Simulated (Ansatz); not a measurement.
`BOCCS` + H–F → `BOCF` + CH₃SH  (substitution at a C–C bond)

Computed with Ansatz on PBE0-D4/def2-TZVP structures; ΔE is electronic, products minus reactants. CCSD(T)/CBS is the MP2 limit (def2-TZVPP, def2-QZVPP) plus CCSD(T) − MP2 in def2-TZVPP, frozen cores. This one scheme is used for every species. DFT in def2-TZVPP. Each species was taken in one conformer, which may not be the lowest.

```tsv
species	revPBE energy (Eh)
`BOCCS`	-578.66094
H–F	-100.45745
`BOCF`	-240.46730
CH₃SH	-438.64511
```

Task: Work out ΔE.

Result: ΔE = (-240.46730) + (-438.64511) − (-578.66094) − (-100.45745) = 0.00598 Eh = +0.16 eV. CCSD(T)/CBS gives +0.39 eV.

Largest T1 diagnostic among the species: 0.013.

Leaving LDA and LC-ωPBE aside and taking each functional with its dispersion term where it has one, the values, not all of them listed here, spread over 0.12 eV, from CAM-B3LYP-D4 to PBE-QIDH. LDA lies +0.11 eV from PBE without D4. The D4 term adds +0.10 eV with B3LYP and +0.06 eV with PBE0; it sums over pairs of atoms, weighted by their polarisabilities, and B3LYP, whose exchange is more repulsive, gets the larger term. At CCSD(T), def2-SVP lies −0.14 eV from the extrapolated value and def2-TZVPP −0.06 eV.

B3LYP here is the variant with VWN-RPA as its local correlation; programs differ in this.
